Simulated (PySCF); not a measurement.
A structure optimised at PBE0-D3(BJ)/def2-TZVP, used in a PySCF frequency run:

```xyz
3

S     -0.1648    -1.2788     0.0000
S      0.4425     0.5004     0.0000
O     -0.5553     1.5567     0.0000
```

**Question.** Write its SMILES, formula and point group.

**Answer.** [O-][S+]=S, OS2, Cs

**Question.** What are its rotational constants (standard atomic weights)?

**Answer.** 41.832, 5.0933, 4.5405 GHz
